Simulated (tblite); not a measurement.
Species: C5H9F3O.
Geometry (GFN2-xTB, Å), atoms numbered from 1 in this order:
```xyz
18
C5H9F3O angstrom
C      2.5970    0.7248   -0.6045
C      1.9927   -0.6558   -0.3613
O      0.6752   -0.8020   -0.8498
C     -0.2938   -0.0651   -0.1462
C     -1.6680   -0.5272   -0.6334
C     -2.7729    0.2168    0.0809
F     -2.7110    1.5434   -0.1148
F     -3.9896   -0.1710   -0.3276
F     -2.7416    0.0322    1.4103
H      3.6542    0.7049   -0.3553
H      2.4869    0.9985   -1.6509
H      2.1131    1.4803    0.0098
H      2.5660   -1.4131   -0.9010
H      2.0183   -0.8906    0.7135
H     -0.1992   -0.2442    0.9366
H     -0.1838    1.0132   -0.3307
H     -1.7612   -0.3438   -1.7045
H     -1.7908   -1.5950   -0.4475
```

Computed with GFN2-xTB (tblite): harmonic, unscaled wavenumbers at the GFN2-xTB geometry, gas phase. This tight-binding method is rough: wavenumbers can miss measured ones by several per cent, in bad cases by 10 to 20. One conformer, not necessarily the lowest.

Harmonic wavenumbers (cm⁻¹): 30.6, 51.0, 90.7, 97.3, 143.3, 218.2, 278.4, 296.7, 332.4, 391.3, 468.9, 476.0, 530.1, 593.4, 810.3, 826.2, 827.5, 923.2, 960.9, 1024.0, 1069.9, 1077.6, 1089.3, 1117.9, 1134.5, 1167.3, 1177.5, 1187.2, 1256.6, 1264.3, 1288.3, 1339.2, 1364.5, 1400.7, 1442.6, 1460.6, 1483.4, 1493.0, 1497.8, 2856.0, 2865.5, 2890.8, 2975.5, 3009.5, 3013.3, 3041.1, 3047.0, 3052.0.

A = 3816, B = 650.6, C = 630.9 MHz; mass 142.061 u (most abundant isotopes); point group C1, symmetry number 1.

Problem. Zero-point energy?

Solution. ½Σν̃ = 30217 cm⁻¹ = 361.47 kJ/mol.

Problem. What is S at 500 K and 1 bar for an ideal gas of classical rigid rotors and harmonic oscillators?

Solution. Translation 181.41, rotation 130.75, vibration 214.45: S = 526.6 J/(mol K).

Problem. And Cp and H(500 K) − H(0)?

Solution. Cp = 229.43 J/(mol K), of which vibrations give 196.17 (their classical limit is 48 R = 399.1); H(500 K) − H(0) = 68.64 kJ/mol without the zero-point energy, 52.01 from vibrations.

Problem. Which modes carry the vibrational entropy at 500 K?

Solution. 30.6 cm⁻¹: 28.52; 51.0 cm⁻¹: 24.28; 90.7 cm⁻¹: 19.51; 97.3 cm⁻¹: 18.93; 143.3 cm⁻¹: 15.74; 218.2 cm⁻¹: 12.32 J/(mol K); the other 42 give 95.17 together.

Problem. How do the functions run with temperature in this model?

Solution. 
| T (K) | S (J/(mol K)) | Cp (J/(mol K)) | H − H(0) (kJ/mol) | G − H(0) (kJ/mol) | ln q(vib) |
| --- | --- | --- | --- | --- | --- |
| 150 | 342.0 | 101.0 | 10.47 | -40.84 | 4.01 |
| 250 | 402.0 | 137.4 | 22.37 | -78.14 | 6.82 |
| 298.15 | 427.8 | 156.1 | 29.43 | -98.12 | 8.11 |
| 400 | 479.2 | 195.4 | 47.35 | -144.35 | 10.75 |
| 600 | 571.0 | 257.7 | 93.04 | -249.57 | 15.75 |
| 900 | 687.7 | 316.6 | 179.97 | -438.96 | 22.77 |

q(vib) and H(0) count from the zero-point level.

Hindered rotation and anharmonicity are outside this model. Other conformers, if any are populated, would add a mixing term that is left out. The structure is chiral; the term R ln 2 for an equal mix with its mirror image is left out.
